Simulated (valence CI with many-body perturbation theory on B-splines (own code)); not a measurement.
# E1 line list for Ce+

Computed by valence CI with perturbative core correlation (CI+MBPT): three valence electrons over a frozen Dirac-Fock core [Xe], a basis of 8 s, 8 p, 9 d, 9 f, 6 g, 3 h, 2 i functions for each j, with the one-electron correlation potential Σ1, the two-electron term Σ2, the three-electron term Σ3, Breit, model QED; selected CI, second order for the rest (own B-spline code, finite nucleus).

Set against measurement, 50 paired levels are off by 524 cm⁻¹ on average, the worst by 1199. These come from a selection out of the NIST Handbook of Basic Atomic Spectroscopic Data. Levels without a partner in it may be off by more, other configurations by several thousand cm⁻¹. 7 measured levels below the end of the list, from 4323 cm⁻¹ on, found no clear computed partner.

Lines 1 to 14 of 14 in falling wavelength, among levels below 1.030 eV, chosen from the strongest by gf and those to the six lowest levels. Wavelengths and rates use the calculated energies, so an error of 500 cm⁻¹ moves a line at 22980 Å by 11 % and its rate by three times that or more. Electric multipoles are in the length gauge, E1 and E2 with the static RPA response of the core. Weak lines are less certain than strong ones. Lines between different terms over intervals too small for the method are left out, as are lines whose strength nearly cancels and 14 of this kind that miss the measured wavelength by over 7 %. Where a level lies close to another of its J and parity, the split of strength between their lines is uncertain.

Names give the largest LS component (configuration and term), which can be under half, so a name can repeat, a term be missing and a line seem to break the LS rules; names also repeat where a configuration has a term twice. Letters in brackets count levels of one name in rising energy.

| λ vac (Å) | λ from measured levels | Upper | Lower | A (s⁻¹) | S (a.u.) |
| --- | --- | --- | --- | --- | --- |
| 24900 |  | 4f2 6s 4H_7/2 | 4f 5d2 2G°_9/2 | 9.06e+02 | 5.53e-02 |
| 22980 | 24200 | 4f2 5d 2H_9/2 | 4f 5d2 4H°_11/2 | 6.08e+02 | 3.64e-02 |
| 22920 |  | 4f2 6s 4H_9/2 | 4f 5d2 2G°_9/2 | 2.37e+03 | 1.41e-01 |
| 22640 | 22080 | 4f2 5d 4K_11/2 | 4f 5d2 4I°_11/2 | 1.07e+03 | 7.35e-02 |
| 21940 | 22170 | 4f2 5d 4K_11/2 | 4f 5d2 4H°_9/2 | 2.10e+02 | 1.31e-02 |
| 20510 |  | 4f2 6s 2H_9/2 | 4f 5d2 4H°_7/2 [b] | 1.10e+03 | 4.66e-02 |
| 18900 |  | 4f2 5d 2H_9/2 | 4f 5d2 4H°_7/2 [b] | 4.97e+03 | 1.66e-01 |
| 17940 | 17600 | 4f2 5d 4K_11/2 | 4f 5d2 4I°_9/2 | 3.00e+04 | 1.03e+00 |
| 17530 |  | 4f2 6s 4H_11/2 | 4f 5d2 2G°_9/2 | 2.26e+03 | 7.22e-02 |
| 17300 | 17850 | 4f2 5d 2H_9/2 | 4f 5d2 4I°_9/2 | 4.62e+03 | 1.18e-01 |
| 17190 |  | 4f2 6s 2H_9/2 | 4f 5d2 2G°_9/2 | 2.67e+03 | 6.70e-02 |
| 16590 |  | 4f2 5d 4K_11/2 | 4f 5d2 2G°_9/2 | 2.42e+04 | 6.56e-01 |
| 16050 |  | 4f2 5d 2H_9/2 | 4f 5d2 2G°_9/2 | 1.23e+04 | 2.51e-01 |
| 13830 | 14260 | 4f2 5d 2H_9/2 | 4f 5d2 4H°_7/2 [a] | 7.92e+04 | 1.03e+00 |
